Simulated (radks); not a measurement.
Task: All-electron atom: Hg28+ in [Kr] 4d10 4f6. All-electron calculation, Dirac Kohn-Sham, BP86, spin-unpolarised, spherical densities, point nucleus; open shells fill j = l - 1/2 first. Program: a radial shooting solver on a logarithmic mesh with Libxc functionals. Some entries of the table are withheld. Estimate them.

| orbital | occ. | eigenvalue (eV) | <r^2> (bohr^2) |
|---|---|---|---|
| 1s1/2 | 2 | -83990.03 | 0.0003805 |
| 2s1/2 | 2 | (1) | 0.005736 |
| 2p1/2 | 2 | -15040.07 | 0.004053 |
| 2p3/2 | 4 | -13091.38 | 0.005240 |
| 3s1/2 | 2 | (2) | (3) |
| 3p1/2 | 2 | -4148.631 | 0.03374 |
| 3p3/2 | 4 | -3714.804 | 0.04002 |
| 3d3/2 | 4 | -3272.670 | 0.03063 |
| 3d5/2 | 6 | -3179.769 | 0.03232 |
| 4s1/2 | 2 | -1633.713 | 0.1674 |
| 4p1/2 | 2 | (4) | 0.1681 |
| 4p3/2 | 4 | (5) | 0.1934 |
| 4d3/2 | 4 | -1212.183 | 0.1926 |
| 4d5/2 | 6 | -1189.052 | 0.2002 |
| 4f5/2 | 6 | -949.5962 | 0.1847 |
| 4f7/2 | 0 | -943.6538 | 0.1879 |

Result: 
(1) 2s1/2 eigenvalue (eV): -15638.76
(2) 3s1/2 eigenvalue (eV): -4416.864
(3) 3s1/2 <r^2> (bohr^2): 0.03705
(4) 4p1/2 eigenvalue (eV): -1517.694
(5) 4p3/2 eigenvalue (eV): -1401.478
